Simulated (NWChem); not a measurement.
Isomers of C$_{2}$H$_{6}$F$_{2}$Si, each optimised at PBE0/def2-SVP with NWChem, gas phase unless a solvent is named. Flexible species stand in one conformer each, which need not be the lowest.  Relative energies count from the lowest isomer at each level and are electronic, without zero-point energy, on those geometries.

A: FC(F)C[SiH3]
B: CC[SiH](F)F
C: FC[SiH2]CF
D: C[Si@H](F)CF

Task: Rank them by relative energy, PBE0/def2-SVP (kcal/mol), lowest first.

Result: B (0.0), D (46.7), A (81.3), C (100.6)
